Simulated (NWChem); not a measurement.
Molecule: PbHI, singlet; SMILES [PbH][I]

Results from NWChem. Medium grid unless said otherwise, to which SCAN and Minnesota functionals are sensitive. Low-valent species are run as closed-shell singlets; no triplet was tried in these runs. All runs use the structure optimised with PBE-D3(BJ)/def2-SVP. def2 effective core potentials on I, Pb; no spin-orbit coupling. Hybrids' shares of exact exchange are those that their runs print; pure functionals count as 0. The functionals differ in more than this share.

| row | share of exact exchange | orbital gap (eV) |
|---|---|---|
| PBE/def2-TZVP | 0.00 | 1.95 |
| M06-L/def2-TZVP | 0.00 | 2.27 |
| B3LYP/def2-TZVP | 0.20 | 3.19 |
| B97-2/def2-TZVP | 0.21 | 3.40 |
| PW6B95/def2-TZVP | 0.28 | withheld |

Question: Fit a straight line of the last column on the one before it, predict the withheld value, and compare with the run.

Answer: 
1. Means of the 4 shown rows: x = 0.103, y = 2.703. Slope Σ(x − x̄)(y − ȳ)/Σ(x − x̄)² = 0.2440/0.04208 = 5.799; intercept 2.108.
2. The shown rows scatter about the line by 0.125 (root mean square); the largest residual is +0.16, at M06-L/def2-TZVP.
3. At x = 0.28 (PW6B95/def2-TZVP; beyond the shown range) the line gives 3.73.
4. The run gives 3.71, -0.02 from the line, 0.2 times the scatter.
